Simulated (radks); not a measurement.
The numbers below are computed, except where a source is named.
Q: These are the eigenvalues of the occupied orbitals of an atom or ion with whole-number occupations (hartree). Code: a radial shooting solver on a logarithmic mesh with Libxc functionals. Model: scalar-relativistic Kohn-Sham, OLYP, spin-unpolarised, spherical densities, point nucleus.

| orbital | eigenvalue |
|---|---|
| 1s | -46.92402 |
| 2s | -3.56846 |
| 2p | -2.33767 |
| 4f | -0.08773 |

Which element is it, and in what charge state? The configuration may be excited.

A: Z = 12, magnesium, charge +1: Mg+ in [Ne] 4f1. The list shows which subshells hold electrons but not how many an open one holds; the 1s level, -46.924 hartree, gives Z - s = 9.7 by -(Z - s)^2/2, which with screening and relativity narrows Z to a few neighbours, and the depths of the outer levels then fix element, charge and occupations together.
